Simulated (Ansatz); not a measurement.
Level of theory: frozen-core CCSD(T)/cc-pVTZ // PBE-D3(BJ)/def2-TZVP in Ansatz (an electronic-structure program).

Ansatz 0.2 input:
```yaml
crystal:
  periodic: [false, false, false]
  atoms:
    - { symbol: O, position_ang: [-1.793603, 0.017806, -0.013183] }
    - { symbol: C, position_ang: [-0.660392, -0.320052, -0.035092] }
    - { symbol: S, position_ang: [0.817102, 0.686857, 0.070365] }
    - { symbol: H, position_ang: [1.636893, -0.384611, -0.022087] }
basis:
  gaussian: { orbitals: cc-pVTZ }
correlation:
  method: ccsd_t
magnetization:
  spin_polarized: true
  initial_magnetization: 1
```

Output:

```
Functional definition: HF
639 factors; integrals over basis functions are off by at most 9.5e-4 eV
mean field evaluation 1: about -13898.5363 eV, gradient 2.3e1 eV
mean field evaluation 2: about -13898.5417 eV, gradient 2.3e1 eV
mean field evaluation 4: about -13901.0409 eV, gradient 2.9e0 eV
mean field evaluation 8: about -13901.1647 eV, gradient 2.0e-1 eV
mean field evaluation 16: about -13899.6225 eV, gradient 2.1e1 eV
mean field evaluation 32: about -13897.8786 eV, gradient 3.2e0 eV
mean field -13901.16639490 eV, -510.8584424636 hartree, gradient 1.6e-6 eV, S^2 0.775265; 0 other end points of the search recorded, 0 dependent functions left out
7 core orbitals not correlated
reference -13901.16639490 eV, -510.8584424636 hartree; 9, 8 occupied and 92, 93 virtual orbitals, 639 factors
second order -14.66036915 eV of doubles, -0.00000000 eV of singles
cycle   1  -14.56200265 eV  change    9.8e-2 eV  update   1.2e-1
cycle   2  -15.03616099 eV  change   -4.7e-1 eV  update   4.0e-2
cycle   3  -15.17291773 eV  change   -1.4e-1 eV  update   2.3e-2
cycle   4  -15.16487845 eV  change    8.0e-3 eV  update   7.1e-3
cycle   5  -15.16320665 eV  change    1.7e-3 eV  update   3.7e-3
cycle   6  -15.16421981 eV  change   -1.0e-3 eV  update   1.6e-3
cycle   7  -15.16391165 eV  change    3.1e-4 eV  update   8.2e-4
cycle   8  -15.16431093 eV  change   -4.0e-4 eV  update   3.1e-4
cycle   9  -15.16428297 eV  change    2.8e-5 eV  update   1.0e-4
cycle  10  -15.16423665 eV  change    4.6e-5 eV  update   4.3e-5
cycle  11  -15.16425762 eV  change   -2.1e-5 eV  update   2.2e-5
cycle  12  -15.16425784 eV  change   -2.1e-7 eV  update   9.8e-6
perturbative correction -0.76645222 eV, -0.0281665997 hartree
Total energy: -13917.09710496 eV, -511.4438852601 hartree
```

Cost: about 30 core-seconds (a rough figure).
